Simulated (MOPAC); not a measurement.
Input file for MOPAC: PM6 on GaGeH5 (SMILES [GaH2][GeH3]), a point of a bond scan (R = 1.260 Å).

```
PM6 1SCF PRECISE CHARGE=0 THREADS=1
GaGeH5

Ga    -1.23043577 1    -0.07769067 1    -0.29199579 1
Ge     1.15729770 1     0.07022597 1     0.27368514 1
H      1.98201560 1    -1.14287734 1    -0.19965612 1
H      1.78713141 1     1.32896781 1    -0.36154397 1
H      1.35929899 1     0.19976849 1     1.79857150 1
H     -2.01984411 1     0.82058011 1     0.10370603 1
H     -1.80126754 1    -1.26982717 1    -1.14605758 1
```

Output:

```
*******************************************************************************
 **                                                                           **
 **                              MOPAC v23.2.5                                **
 **                                                                           **
 *******************************************************************************
 ** MOPAC's Digital Object Identifier: https://doi.org/10.5281/zenodo.6511958 **
 **                                                                           **
 ** Please cite the open-source release paper for use of this MOPAC version:  **
 ** J. E. Moussa and J. J. P. Stewart (2026)                                  **
 ** MOPAC: An open-source semiempirical molecular orbital program             **
 ** J. Open Source Softw., 11(119), 8025, https://doi.org/10.21105/joss.08025 **
 *******************************************************************************

                              PM6 CALCULATION RESULTS

 *******************************************************************************
 *  PM6        - The PM6 Hamiltonian to be used
 *
 *
 *
 *                 CHARGE ON SYSTEM = 0
 *
 *
 *
 *  PRECISE    - TIGHTER CRITERIA TO BE USED
 *  1SCF       - DO 1 SCF AND THEN STOP
 *  THREADS=1  - MULTI-THREADING NOT USED
 *  T=         - A TIME OF 172800.0 SECONDS REQUESTED
 *  DUMP=N     - RESTART FILE WRITTEN EVERY 7200.0 SECONDS REQUESTED
 *******************************************************************************
PM6 1SCF PRECISE CHARGE=0 THREADS=1
 GaGeH5

   ATOM   CHEMICAL          X               Y               Z
  NUMBER   SYMBOL      (ANGSTROMS)     (ANGSTROMS)     (ANGSTROMS)

     1      Ga         -1.23043577  *  -0.07769067  *  -0.29199579  *
     2      Ge          1.15729770  *   0.07022597  *   0.27368514  *
     3       H          1.98201560  *  -1.14287734  *  -0.19965612  *
     4       H          1.78713141  *   1.32896781  *  -0.36154397  *
     5       H          1.35929899  *   0.19976849  *   1.79857150  *
     6       H         -2.01984411  *   0.82058011  *   0.10370603  *
     7       H         -1.80126754  *  -1.26982717  *  -1.14605758  *



          CARTESIAN COORDINATES

    NO.       ATOM           X           Y           Z

     1        Ga         -1.2304     -0.0777     -0.2920
     2        Ge          1.1573      0.0702      0.2737
     3         H          1.9820     -1.1429     -0.1997
     4         H          1.7871      1.3290     -0.3615
     5         H          1.3593      0.1998      1.7986
     6         H         -2.0198      0.8206      0.1037
     7         H         -1.8013     -1.2698     -1.1461

 General Reference for PM6:
 "Optimization of Parameters for Semiempirical Methods V: Modification of NDDO Approximations
 and Application to 70 Elements", J. J. P. Stewart, J. Mol. Mod., 13, 1173-1213 (2007)
 URL: https://link.springer.com/article/10.1007/s00894-007-0233-4

           Empirical Formula: H5 Ga Ge  =     7 atoms



      MOLECULAR POINT GROUP   :   Cs


      RHF CALCULATION, NO. OF DOUBLY OCCUPIED LEVELS = 6


 -------------------------------------------------------------------------------
 PM6 1SCF PRECISE CHARGE=0 THREADS=1
 GaGeH5



     1SCF WAS SPECIFIED, SO BFGS WAS NOT USED
     SCF FIELD WAS ACHIEVED


                              PM6 CALCULATION
                                                       MOPAC v23.2.5 Linux




          FINAL HEAT OF FORMATION =         44.42493 KCAL/MOL =     185.87390 KJ/MOL


          COSMO AREA              =        109.89 SQUARE ANGSTROMS
          COSMO VOLUME            =         97.34 CUBIC ANGSTROMS

          IONIZATION POTENTIAL    =         10.594497 EV
          HOMO LUMO ENERGIES (EV) =        -10.594 -0.842
          NO. OF FILLED LEVELS    =          6
          MOLECULAR WEIGHT        =        147.3645         POINT GROUP:  Cs

          MOLECULAR DIMENSIONS (Angstroms)

            Atom       Atom       Distance
            H     7    H     5     4.56286
            H     6    H     3     4.02289
            H     5    H     4     2.33063


          SCF CALCULATIONS        =          1





   ATOM   CHEMICAL          X               Y               Z
  NUMBER   SYMBOL      (ANGSTROMS)     (ANGSTROMS)     (ANGSTROMS)

     1      Ga         -1.23043577  *  -0.07769067  *  -0.29199579  *
     2      Ge          1.15729770  *   0.07022597  *   0.27368514  *
     3       H          1.98201560  *  -1.14287734  *  -0.19965612  *
     4       H          1.78713141  *   1.32896781  *  -0.36154397  *
     5       H          1.35929899  *   0.19976849  *   1.79857150  *
     6       H         -2.01984411  *   0.82058011  *   0.10370603  *
     7       H         -1.80126754  *  -1.26982717  *  -1.14605758  *

                             CARTESIAN COORDINATES

   1   Ga       -1.230435770    -0.077690670    -0.291995790
   2   Ge        1.157297700     0.070225970     0.273685140
   3    H        1.982015600    -1.142877340    -0.199656120
   4    H        1.787131410     1.328967810    -0.361543970
   5    H        1.359298990     0.199768490     1.798571500
   6    H       -2.019844110     0.820580110     0.103706030
   7    H       -1.801267540    -1.269827170    -1.146057580


           Empirical Formula: H5 Ga Ge  =     7 atoms



      MOLECULAR POINT GROUP   :   Cs


                  EIGENVALUES
 -19.56981 -18.42133 -12.94830 -11.89530 -11.59497 -10.59450  -0.84161   0.59129
   2.44343   2.45756   3.33737   3.92130   5.32100


              NET ATOMIC CHARGES AND DIPOLE CONTRIBUTIONS

  ATOM NO.   TYPE          CHARGE      No. of ELECS.   s-Pop       p-Pop
    1         Ga          -0.244861        3.2449     1.30752     1.93734
    2         Ge          -0.408891        4.4089     1.21652     3.19237
    3          H           0.126882        0.8731     0.87312
    4          H           0.130251        0.8697     0.86975
    5          H           0.129776        0.8702     0.87022
    6          H           0.129509        0.8705     0.87049
    7          H           0.137334        0.8627     0.86267
 DIPOLE           X         Y         Z       TOTAL
 POINT-CHG.    -0.097    -0.114    -0.112     0.187
 HYBRID         0.133     0.124     0.100     0.207
 SUM            0.035     0.010    -0.012     0.039


          ATOMIC ORBITAL ELECTRON POPULATIONS

     Atom    s        px        py        pz
    1 Ga   1.30752   0.86081   0.76289   0.31364
    2 Ge   1.21652   1.01194   1.09270   1.08772
    3  H   0.87312
    4  H   0.86975
    5  H   0.87022
    6  H   0.87049
    7  H   0.86267

 **********************
 *                    *
 * JOB ENDED NORMALLY *
 *                    *
 **********************




 == MOPAC DONE ==
```

The run finished.

Cost: about 0.04 core-seconds (a rough figure).
